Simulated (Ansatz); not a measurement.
A nudged elastic band was laid between two geometries of Cl2FH2HfN + H (8 atoms, charge 0, multiplicity 2).

Level of theory: UKS PBE-D4/def2-SVP in Ansatz.

| Property | Result |
| --- | --- |
| movable images | 5 |
| climbing image | yes |
| spring | 5.0 eV/Å² |
| optimiser | quadratic models (default) |
| start path | through a guess of the saddle point |
| force threshold | 0.05 eV/Å |
| iteration limit | 60 |
| end points | relaxed |

Image 0:

```xyz
8
Properties=species:S:1:pos:R:3
Hf 0.015 -0.014 -0.145
Cl -0.180 0.104 2.212
Cl 2.297 -0.232 -0.734
F -0.858 1.437 -1.028
N -0.950 -1.663 -0.772
H -0.717 -2.630 -0.512
H -1.758 -1.682 -1.405
H -0.028 0.020 5.535
```

Image 6:

```xyz
8
Properties=species:S:1:pos:R:3
Hf -0.057 -0.430 0.179
Cl 0.918 0.413 3.175
Cl 2.260 -0.277 -0.320
F -1.369 0.542 1.252
N -1.012 -1.652 -1.100
H -2.029 -1.793 -1.151
H -0.567 -2.229 -1.826
H -0.322 0.766 2.943
```

(1) Which bonds break or form, and what moves?

(2) What energy profile does the band end with?

(3) What is the geometry of the highest image?

Results:

(1) Bonds broken: Hf1–Cl2. Bonds formed: Cl2–H8. Cl2FH2HfN + H becomes Cl2FH3HfN.

(2) The forces met the threshold. The highest image is number 4 of 0 to 6, 0.61 eV above the first end and 0.15 eV above the last; the last end lies 0.47 eV above the first. A vibrational analysis at the climbing image gives no mode beyond 40i cm⁻¹: the surface is too flat there to confirm a saddle point.

```tsv
image	path coordinate (Å)	energy (eV)	Hf1–Cl2 (Å)	Cl2–H8 (Å)
0	0.00	0.00	2.37	3.33
1	2.46	0.00	2.37	3.35
2	4.93	0.00	2.37	3.35
3	7.39	0.00	2.37	3.09
4	9.86	0.61	3.63	1.30
5	11.54	0.52	3.59	1.30
6	13.23	0.47	3.26	1.31
```

(3) 
```xyz
8
Properties=species:S:1:pos:R:3
Hf -0.017 0.016 -0.441
Cl -0.187 -0.563 3.133
Cl 2.358 -0.021 -0.316
F -1.145 1.504 0.003
N -1.014 -1.698 -0.821
H -2.037 -1.804 -0.810
H -0.603 -2.620 -1.010
H 0.466 0.526 3.412
```

Run time: 9.5 min on 4 threads of Arm Neoverse V2, on a shared host, peak memory 0.22 GiB.
